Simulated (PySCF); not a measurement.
Assignment exercise: C4H11NO2Si3

Geometry:
| atom | x (Å) | y (Å) | z (Å) |
| --- | --- | --- | --- |
| O1 | 2.855 | -1.617 | 1.807 |
| C2 | 2.046 | -0.829 | 1.344 |
| C3 | 1.076 | -1.150 | 0.364 |
| C4 | 0.233 | -1.372 | -0.472 |
| C5 | -0.820 | -1.480 | -1.457 |
| N6 | -1.518 | -0.222 | -1.660 |
| Si7 | -0.734 | 0.914 | -2.716 |
| Si8 | -2.741 | 0.162 | -0.486 |
| Si9 | 2.082 | 0.990 | 1.991 |
| O10 | 3.282 | 1.004 | 3.075 |
| H11 | -1.529 | -2.247 | -1.124 |
| H12 | -0.379 | -1.815 | -2.403 |
| H13 | -1.710 | 1.964 | -2.977 |
| H14 | -0.403 | 0.161 | -3.931 |
| H15 | 0.494 | 1.457 | -2.123 |
| H16 | -2.162 | 0.459 | 0.830 |
| H17 | -3.470 | 1.305 | -1.019 |
| H18 | -3.588 | -1.033 | -0.394 |
| H19 | 2.398 | 1.887 | 0.885 |
| H20 | 0.815 | 1.291 | 2.647 |
| H21 | 3.763 | 0.189 | 3.231 |

Rapidly exchanging positions averaged, one conformer, no solvent model, non-relativistic. Coordinates at the GFN2-xTB level; shielding tensors at PBE0/pcSseg-1 (GIAO); PySCF.

δ = σ(ref) − σ, references computed at the same level: TMS for ¹³C (σ = 186.93 ppm), ¹H (σ = 31.72 ppm).

Q: Assign these signals to the numbered atoms. ¹³C{¹H} NMR (computed): δ 230.4, 119.3, 89.6, 43.2.

A: 
| δ (ppm) | atoms | environment | reason |
| --- | --- | --- | --- |
| 230.4 | C2 | carbonyl carbon | – |
| 119.3 | C4 | alkyne carbon | – |
| 89.6 | C3 | alkyne carbon | the triple bond shields along its axis, which puts it between sp3 and sp2 carbons |
| 43.2 | C5 | propargylic sp3 CH2 bonded to N | the inductive effect lowers its shielding |

Q: Assign these signals to the numbered atoms. ¹H NMR (500 MHz, computed): δ 5.02 (s, 2H), 4.75 (s, 6H), 4.12 (s, 2H), 2.46 (br s, 1H).

A: 
| δ (ppm) | atoms | environment | reason |
| --- | --- | --- | --- |
| 5.02 | H19/H20 | hydrogen on a silicon bonded to C, O | – |
| 4.75 | H13/H14/H15/H16/H17/H18 | hydrogen on a silicon bonded to N | – |
| 4.12 | H11/H12 | hydrogen on a propargylic sp3 CH2 bonded to N | its carbon carries N, hence the downfield position |
| 2.46 | H21 | hydrogen on an oxygen bonded to Si | exchangeable; this is the value without hydrogen bonding to other molecules |

OH/NH shifts are gas-phase values; hydrogen bonding in solution moves them, usually downfield. Shifts are as computed. Against solution values, carbons near 30 ppm lie about +3 ppm off and those near 130 ppm about +5 ppm. Of 1309 compounds with measured shifts, 239 miss one by over three times the rms of a fit or turn the order of signals round; such compounds aren't used in these exercises. No couplings were computed; multiplicities are counted from neighbouring protons, with m where these are inequivalent, close in shift, in a saturated or five-membered ring or joined by F or P, and br s for small geminal =CH2 splittings.
